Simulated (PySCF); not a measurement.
Al(Br)(NH2)(NMe2) (C2H8AlBrN2), SMILES C[N](C)[Al]([NH2])[Br]. Geometry: ωB97X-D3(BJ)/def2-SVP. One conformer was computed; it need not be the lowest.

Question: Give the equilibrium geometry at ωB97X-D3(BJ)/def2-SVP (PySCF confirms it by a frequency run) as Cartesian coordinates in Å. (The exact figures need the calculation; the answer reports its results.)

Answer: This is not unique; one that fits is 
```xyz
14

Al    -0.0084     0.6295    -0.2720
Br    -1.1000    -1.3266    -0.5273
N     -0.4833     1.9817    -1.3041
H     -1.2196     1.9170    -1.9988
H     -0.0850     2.9138    -1.3058
N      1.2748     0.7326     0.9475
C      1.6870    -0.3616     1.8037
C      2.0238     1.9504     1.1832
H      2.7551    -0.6174     1.6554
H      1.5556    -0.1141     2.8759
H      1.0943    -1.2652     1.5939
H      1.9093     2.3100     2.2253
H      3.1084     1.8095     1.0036
H      1.6838     2.7607     0.5176
```
